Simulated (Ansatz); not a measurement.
Reaction (ligand exchange at the Al–I bond): `[I][Al]1[CH2][CH2]1` + HCl → `[Cl][Al]1[CH2][CH2]1` + HI

Program: Ansatz. Geometries: PBE0-D4/def2-TZVP. ΔE: electronic, gas phase. CCSD(T)/CBS is the MP2 limit (def2-TZVPP, def2-QZVPP) plus CCSD(T) − MP2 in def2-TZVPP, frozen cores. This one scheme is used for every species. DFT in def2-TZVPP. def2 core potentials past Kr. For I outer-core shells are correlated without core-valence functions, which leaves a few kJ/mol of doubt a bond.

`[I][Al]1[CH2][CH2]1`:

```xyz
8

I     2.187   -0.447   -2.881
Al    0.718   -0.147   -0.946
C     0.331    0.123    0.887
C    -0.952    0.004   -0.069
H     0.442    1.093    1.370
H     0.417   -0.672    1.625
H    -1.584   -0.859    0.134
H    -1.560    0.906   -0.120
```

HCl:

Cartesian coordinates in Å:
```
Cl 0.447 -0.405 0.212
H -0.447 0.405 -0.212
```

`[Cl][Al]1[CH2][CH2]1`:

```xyz
8

Cl    0.041    3.319   -0.055
Al    0.015    1.240   -0.020
C     0.790   -0.477   -0.131
C    -0.801   -0.453    0.146
H     1.374   -0.912    0.678
H     1.068   -0.939   -1.077
H    -1.091   -0.876    1.107
H    -1.397   -0.900   -0.648
```

HI:

Z-matrix (Å, degrees):
```
I
H 1 1.610
```

```json
{"level": "LC-ωPBE", "ΔE (eV)": "-0.06"}
{"level": "MP2/def2-TZVPP", "ΔE (eV)": "0.02"}
```

Q: What does CCSD(T)/CBS give? (An estimate is asked.)

A: Ansatz gave: 0.00 eV. The listed levels differ from it by -0.06, 0.02 eV.

Largest T1 diagnostic among the species: 0.010.

Leaving LDA and LC-ωPBE aside and taking each functional with its dispersion term where it has one, the values, not all of them listed here, spread over 0.14 eV, from B97M-V to PBE-QIDH. At CCSD(T), def2-SVP lies −0.10 eV from the extrapolated value and def2-TZVPP −0.03 eV. In def2-TZVPP, CCSD(T) changes the Hartree–Fock value by +0.06 eV (the triples alone add +0.02 eV) and MP2 by +0.11 eV.
